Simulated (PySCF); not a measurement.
Ga(Br)2(OH) (Br₂GaHO), SMILES [OH][Ga]([Br])[Br].

Coordinates come from a PBE-D3(BJ)/def2-SVP optimisation. The structure was generated by enumeration; whether it is a known compound was not checked. The values are those of a single conformer.

Level of theory: PBE-D3(BJ)/def2-SVP (PySCF).

Frequencies are harmonic and unscaled.

```json
[
 {"mode": "1", "ν (cm⁻¹)": "83", "IR (km/mol)": "1.9", "moving atoms (share of kinetic energy)": "Br 68 %, Ga 26 %"},
 {"mode": "2", "ν (cm⁻¹)": "133", "IR (km/mol)": "6.4", "moving atoms (share of kinetic energy)": "Ga 57 %, O 31 %, Br 10 %"},
 {"mode": "3", "ν (cm⁻¹)": "145", "IR (km/mol)": "12.4", "moving atoms (share of kinetic energy)": "O 71 %, Br 15 %, H 11 %"},
 {"mode": "4", "ν (cm⁻¹)": "258", "IR (km/mol)": "6.8", "moving atoms (share of kinetic energy)": "Br 67 %, Ga 25 %"},
 {"mode": "5", "ν (cm⁻¹)": "342", "IR (km/mol)": "64.6", "moving atoms (share of kinetic energy)": "Ga 63 %, Br 36 %"},
 {"mode": "6", "ν (cm⁻¹)": "342", "IR (km/mol)": "98.6", "moving atoms (share of kinetic energy)": "H 92 %"},
 {"mode": "7", "ν (cm⁻¹)": "692", "IR (km/mol)": "77.8", "moving atoms (share of kinetic energy)": "O 79 %, Ga 20 %"},
 {"mode": "8", "ν (cm⁻¹)": "829", "IR (km/mol)": "97.1", "moving atoms (share of kinetic energy)": "H 91 %"},
 {"mode": "9", "ν (cm⁻¹)": "3714", "IR (km/mol)": "77.6", "moving atoms (share of kinetic energy)": "H 94 %"}
]
```
